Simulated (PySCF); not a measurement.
Does the answer move with the share of exact exchange?

C2H6BNO3.
Cartesian coordinates in Å at the PBE0-D3(BJ)/def2-SVP level; atoms count from 1:
```xyz
13
C2H6BNO3 angstrom
C      1.8783   -0.0014   -1.1180
C      0.6946    0.4666   -0.3125
O      0.5678    1.6352    0.0268
N     -0.2216   -0.4885    0.0230
B     -1.4290   -0.2161    0.8018
O     -2.2299   -1.2867    1.0541
O     -1.7053    1.0297    1.2304
H      2.4879    0.8648   -1.3974
H      2.4882   -0.6983   -0.5220
H      1.5512   -0.5327   -2.0248
H     -0.0430   -1.4351   -0.2885
H     -2.9984   -1.0254    1.5719
H     -0.9762    1.6174    0.9328
```

PySCF, def2-SVPD basis, density fitting, gas phase, PBE0-D3(BJ)/def2-SVP geometry; singlet excitations by full TDDFT with frozen cores, triplets by Tamm–Dancoff TDDFT and ionisation energies by ΔSCF, from the lowest of the holes tried. One functional is left out:

```
functional  exact exchange (%)  HOMO energy (eV)  LUMO energy (eV)  lowest singlet excitation (eV)  lowest triplet excitation (eV)  dipole moment (D)  mean polarisability (au)  vertical ionisation energy (eV)
       LDA                   0             -6.64             -1.65                            5.20                            4.82              3.058                      61.3                            10.19
       PBE                   0             -6.44             -1.39                            5.22                            4.78              2.964                      61.0                             9.92
      PBE0                  25             -8.09             -0.32                            5.59                            5.11              3.097                      57.3                            10.20
 BHandHLYP                  50             -9.70              0.40                            5.94                            5.48              3.243                      54.7                            10.21
```

**Question.** Predict the row of B3LYP (20 % exact exchange) by straight lines through the other rows, and check it.

**Answer.** 
```csv
property,line,computed,computed − line,"PBE0 (25 %), for comparison"
HOMO energy (eV),-7.80,-7.83,-0.03,-8.09
LUMO energy (eV),-0.69,-0.59,+0.10,-0.32
lowest singlet excitation (eV),5.51,5.52,+0.01,5.59
lowest triplet excitation (eV),5.06,5.08,+0.02,5.11
dipole moment (D),3.096,3.090,-0.006,3.097
mean polarisability (au),58.4,58.1,-0.3,57.3
vertical ionisation energy (eV),10.13,10.24,+0.11,10.20
```

**Question.** Which of these properties follows the share of exact exchange most closely, and which least?

**Answer.** Most closely the lowest singlet excitation, least the vertical ionisation energy; the correlations over the tabulated rows are lowest singlet excitation 1.000, HOMO energy -0.998, lowest triplet excitation 0.998, mean polarisability -0.994, LUMO energy 0.986, dipole moment 0.935, vertical ionisation energy 0.571. The lowest singlet excitation moves by +0.147 eV for every 10 %. Functionals with the same share still differ in their other parts: at 0 % LDA and PBE differ by 0.02 eV in it.
